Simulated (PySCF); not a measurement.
## Static response to an electric field

Compound: C5H10N2Si.
Atom-mapped SMILES: `[CH3:1][CH2:2][CH2:3]/[C:4]([C:5]#[N:6])=[N:7]/[SiH3:8]` (hydrogens: H9, H10, H11 on C1; H12, H13 on C2; H14, H15 on C3; H16, H17, H18 on Si8)

Geometry (GFN2-xTB, Å), atoms numbered from 1 in this order:
```xyz
18
C5H10N2Si angstrom
C     -1.992    0.909   -0.472
C     -1.896   -0.586   -0.195
C     -0.752   -0.912    0.773
C      0.585   -0.541    0.199
C      0.901   -1.149   -1.061
N      1.196   -1.620   -2.064
N      1.370    0.245    0.790
Si     2.924    0.909    0.477
H     -1.082    1.272   -0.945
H     -2.138    1.461    0.454
H     -2.829    1.118   -1.134
H     -2.832   -0.938    0.243
H     -1.743   -1.124   -1.134
H     -0.752   -1.987    0.978
H     -0.881   -0.373    1.713
H      3.686    0.454    1.637
H      2.637    2.341    0.497
H      3.589    0.526   -0.770
```

Level: CAM-B3LYP/def2-SVPD (PySCF), static field, nuclei fixed, core orbitals frozen in the response. The polarisability tensor in these axes (au):

```
x   108.68   9.76   3.06
y     9.76  90.68  10.36
z     3.06  10.36  92.42
```

Task: What are the eigenvalues, a third of the trace, and Δα (Δα² = ½Σ(αi − αj)² over the three pairs)?

Result: Principal values 80.11, 96.36 and 115.32 au; mean 97.26 au = 14.41 Å³ = 16.04 × 10⁻⁴⁰ C²·m²/J; Δα = 30.52 au (31 % of the mean).

Task: What is the dipole moment, and where does it point?

Result: (-1.47, 0.67, 1.80) D, 2.42 D in size, pointing from the negative to the positive side. Measured along this direction, the outermost atoms are N6 and H18 at the negative end and H10 at the positive end.

Task: Rayleigh depolarisation ratio (linearly polarised light, static tensor)?

Result: ρ = 3Δα²/(45ᾱ² + 4Δα²) = 2794.8/(425688 + 3726.4) = 0.00651.

Task: How large is μ²/3kT at 273 K beside α?

Result: In Gaussian units μ²/3kT = 51.81 Å³ against 14.41 Å³, a ratio of 3.59; the Debye molar polarisation (4π/3)N_A(α + μ²/3kT) is 167.1 cm³/mol, leaving out the vibrational part.

Task: Molar refractivity from α?

Result: Lorentz–Lorenz: R = (4π/3)N_A α = 2.5225 cm³/(mol·Å³) × 14.41 Å³ = 36.4 cm³/mol, in the limit of long wavelengths.

Task: What would n − 1 = 2πNα be for an ideal gas of these molecules at 350 K and 1 atm, electronic part alone?

Result: N = p/kT = 2.0968 × 10¹⁹ cm⁻³, so n − 1 = 2π × N × 14.41 × 10⁻²⁴ cm³ = 1899 × 10⁻⁶ at long wavelengths, for an ideal gas.

Task: Directions of the eigenvectors, and the extent of the frame along each?

Result: Largest value along (0.83, 0.46, 0.32), where the nuclei span 6.48 Å; middle along (-0.53, 0.43, 0.73), 4.93 Å; least along (-0.20, 0.77, -0.60), 4.09 Å. The response follows the extents in order.

The structure is a single GFN2-xTB conformer in the gas phase; no vibrational or solvent corrections.
